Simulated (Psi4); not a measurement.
Approach curve of the dimer H2O2Zn ··· HCl (SMILES [OH][Zn][OH] and Cl). Monomers: optimised at B3LYP-D3(BJ) (def2-TZVP), held rigid. Orientation: a higher rigid-body minimum at GFN2-xTB. The monomers approach along the line of their centres of mass (distance R); nothing else relaxes.

Geometry at R = 4.48 Å (first 5 atoms: monomer A):
```
7

Zn     0.0068    -0.1630    -0.0178
O      1.0741    -0.0533    -1.4337
H      1.8083     0.5610    -1.3406
O     -1.0531    -0.4510     1.3785
H     -1.8361     0.1064     1.4137
Cl    -1.3128    -1.7835     3.9888
H     -1.1349    -1.2483     2.8375
```

- PBE/def2-TZVP, counterpoise-corrected (Psi4)
- PBE-D3(BJ)/def2-TZVP, counterpoise-corrected (Psi4)
- B3LYP-D3(BJ)/def2-TZVP, counterpoise-corrected (Psi4)
- wB97X-D/def2-TZVP, counterpoise-corrected (Psi4)

Interaction energies in kJ/mol; the last columns give the difference from wB97X-D:

| R / Å | PBE/def2-TZVP | PBE-D3(BJ)/def2-TZVP | B3LYP-D3(BJ)/def2-TZVP | wB97X-D/def2-TZVP | PBE/def2-TZVP − wB97X-D/def2-TZVP | PBE-D3(BJ)/def2-TZVP − wB97X-D/def2-TZVP | B3LYP-D3(BJ)/def2-TZVP − wB97X-D/def2-TZVP |
|---|---|---|---|---|---|---|---|
| 4.12 | 6.51 | 2.23 | 5.57 | 8.59 | -2.08 | -6.36 | -3.02 |
| 4.25 | -12.80 | -16.81 | -14.70 | -12.14 | -0.66 | -4.67 | -2.56 |
| 4.48 | -25.82 | -29.35 | -28.81 | -27.02 | 1.19 | -2.33 | -1.79 |
| 4.72 | -26.56 | -29.57 | -29.83 | -28.49 | 1.93 | -1.07 | -1.33 |
| 4.87 | -24.53 | -27.22 | -27.66 | -26.48 | 1.95 | -0.74 | -1.17 |
| 5.22 | -18.14 | -20.16 | -20.53 | -19.68 | 1.54 | -0.47 | -0.85 |
| 5.46 | -14.15 | -15.77 | -16.00 | -15.44 | 1.29 | -0.33 | -0.56 |
| 6.01 | -7.85 | -8.78 | -8.85 | -8.80 | 0.95 | 0.02 | -0.05 |
| 6.71 | -3.91 | -4.34 | -4.51 | -4.62 | 0.71 | 0.28 | 0.12 |
| 7.71 | -1.73 | -1.88 | -2.07 | -2.12 | 0.39 | 0.24 | 0.05 |
| 8.99 | -0.79 | -0.84 | -0.94 | -0.97 | 0.18 | 0.13 | 0.03 |

PBE/def2-TZVP is furthest from wB97X-D/def2-TZVP at 4.12 (-2.08 kJ/mol, below); its mean absolute difference over the points is 1.17 kJ/mol.

PBE-D3(BJ)/def2-TZVP is furthest from wB97X-D/def2-TZVP at 4.12 (-6.36 kJ/mol, below); its mean absolute difference over the points is 1.51 kJ/mol.

B3LYP-D3(BJ)/def2-TZVP is furthest from wB97X-D/def2-TZVP at 4.12 (-3.02 kJ/mol, below); its mean absolute difference over the points is 1.05 kJ/mol.
